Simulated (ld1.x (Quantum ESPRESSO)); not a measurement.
## Ranking ultrasoft potentials for tellurium

All share these settings but for the change named:

```
Element                 : tellurium
Generator               : ld1.x (Quantum ESPRESSO) 7.5
Type                    : ultrasoft
Functional              : LDA (PZ)
Relativity              : scalar-relativistic
Frozen core             : [Ar] 3d10
Valence charge          : 24
Reference configuration : 4s2 4p6 4d10 5s2 5p3.5 (charge +0.5)
Partial waves           : 4s (bound): rcut 1.25, rcutus 1.55 bohr; 5s (bound): rcut 1.25, rcutus 1.55 bohr; 4p (bound): rcut 1.10, rcutus 1.15 bohr; 5p (bound): rcut 1.10, rcutus 1.15 bohr; 4d (bound): rcut 0.75, rcutus 1.05 bohr; 4d channel at -0.6 Ry: rcut 0.75, rcutus 1.05 bohr
Local potential         : all-electron potential smoothed inside 1.25 bohr (lloc = -2)
Core correction         : Bessel-smoothed model core, default radius (core density twice the valence density)
Augmentation charge     : PSQ, radius 0.70 bohr
```

Test errors are all-electron minus pseudo excitation energies from the reference, over 4s2 4p6 4d10 5s2 5p4; 4s2 4p6 4d10 5s2 5p3; 4s2 4p6 4d10 5s2 5p2; 4s2 4p6 4d9 5s2 5p4; 4s2 4p6 4d10 5s1 5p5; 4s2 4p6 4d9 5s2 5p5; 4s2 4p6 4d10 5s2 5p0. None of these files shows a bound ghost.

The base gives 33.2 meV.

Of 10 variants that were run, those that failed, showed a ghost or another fault, or gave nearly equal values are left out.

A variant can come out equal or close to the base, since the largest error may sit in a test that the change hardly touches while other tests move.

Q: Rank these variants by their largest absolute test error, smallest first.
A. local potential all-electron potential smoothed inside 1.64 bohr (lloc = -2)
B. local potential all-electron potential smoothed inside 0.76 bohr (lloc = -2)
C. local potential all-electron potential smoothed inside 1.22 bohr (lloc = -2)

A: B (17.3 meV), A (26.5 meV), C (36.1 meV).
